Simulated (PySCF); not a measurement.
# Tm⁺: ionisation energy

Tm⁺ [Xe] 4f13 6s1 (3F) → Tm²⁺ [Xe] 4f13 (2F), as a difference of total energies. All numbers are calculated (PySCF 2.14, scalar relativity by spin-free X2C-1e, in cc-pwCVTZ-X2C (12s11p9d7f4g1h, 186 functions)). Correlated levels: valence: [Kr] 4d10 frozen; valence and next inner shell: [Ar] 3d10 frozen. The calculations carry no spin-orbit coupling.

```
                                method  ionisation energy (eV)
                                   UHF                  11.162
                                   LDA                  12.501
                                   PBE                  12.288
                                  PBE0                  12.041
                                r2SCAN                  12.012
                         MP2 (valence)                  12.103
                     SCS-MP2 (valence)                  11.919
    MP2 (valence and next inner shell)                  12.140
SCS-MP2 (valence and next inner shell)                  11.950
```

Question: How much does correlation contribute at MP2 (valence and next inner shell)?

Answer: 12.140 − (11.162) = 0.978 eV, measured against UHF.

For comparison: 12.065 ± 0.02 eV (semi-empirical (NIST evaluation); NIST Atomic Spectra Database, ionization energies).
